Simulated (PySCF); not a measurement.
Electron correlation in B (boron, neutral)

[He] 2s2 2p1, 2P determinant. Computed with PySCF 2.14 in aug-cc-pVDZ, with the non-relativistic Hamiltonian (point nucleus). Frozen: 1s2; 3 electrons correlated.

MP2 pair energies summed by pair of shells (mhartree):

| pair | energy | share (%) |
| --- | --- | --- |
| 2s-2s | -21.96 | 59.2 |
| 2s-2p | -15.11 | 40.8 |

Total MP2 correlation energy: -37.07 mhartree.

Same-spin part -2.55 and opposite-spin part -34.52 mhartree; SCS-MP2 scales them by 1/3 and 6/5 to -42.28 mhartree.

```json
{"level": "CCSD", "correlation energy (mhartree)": "-59.62"}
{"level": "(T)", "correlation energy (mhartree)": "-0.91"}
{"level": "CCSD(T)", "correlation energy (mhartree)": "-60.53"}
```

Diagnostics: T1 = 0.014, D1 = 0.0268, largest double amplitude 0.076.

Is a single reference adequate?

Mostly. T1 lies below 0.03, but a double amplitude of this size points to a near-degeneracy that CCSD handles and MP2 describes poorly.
